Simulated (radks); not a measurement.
V3+, configuration [Ar] 3d2. All-electron calculation, Dirac Kohn-Sham, LDA (Slater exchange, Perdew-Wang correlation), spin-unpolarised, spherical densities, point nucleus; open shells fill j = l - 1/2 first. Program: a radial shooting solver on a logarithmic mesh with Libxc functionals.

X-ray form factor f0, the Fourier transform of the density (f0(0) = 20):

sin(theta)/lambda (1/angstrom)  f0 (electrons)
0.05                                    19.760
0.1                                     19.073
0.15                                    18.031
0.2                                     16.759
0.25                                    15.383
0.3                                     14.009
0.4                                     11.556
0.5                                      9.692
0.6                                      8.398
0.8                                      6.895
1                                        5.962
1.25                                     4.924
1.5                                      3.952
2                                        2.512
